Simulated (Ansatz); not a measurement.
Several settings on one geometry of ZrHF3 (that of the charge 0 singlet, PBE0-D4/def2-TZVP). Ansatz on 2 threads of Intel Xeon Platinum 8259CL on a shared host; times are rough.

```
atom    x (Å)    y (Å)    z (Å)
 Zr1  -0.0002   0.0004  -0.0399
  H2   0.0104  -0.0174   1.8054
  F3   1.8047   0.0102  -0.5989
  F4  -0.9112   1.5692  -0.5682
  F5  -0.9036  -1.5623  -0.5983
```

Totals from different functionals, basis sets or treatments of relativity can't be compared as stabilities.

In the def2 sets Zr takes a core potential; there is no spin–orbit coupling.

Question: Give the basis size and estimate the energy, ⟨S²⟩ and time of these runs.

```
run                 method  charge    state                                                                                                              further keys
  1     RKS ωB97X/def2-SVP       0  singlet  fitting: {mean_field: def2-universal-jkfit}; final_grid: {core_spheres: 8, valence_spheres: 7, degree: 23}; forces asked
  2      RKS B97/def2-TZVP       0  singlet                                                                               scf: {omitted_lower_state_checks: [starts]}
  3  RKS ωPBEh/def2-mTZVPP       0  singlet                                                                               scf: {omitted_lower_state_checks: [starts]}
```

Answer: 
| run | functions | energy (Eh) | ⟨S²⟩ | wall time |
| --- | --- | --- | --- | --- |
| 1 | 78 | -347.1138 | – | 1.6 s |
| 2 | 139 | -347.4589 | – | 4.5 s |
| 3 | 110 | -347.2758 | – | 2.4 s |
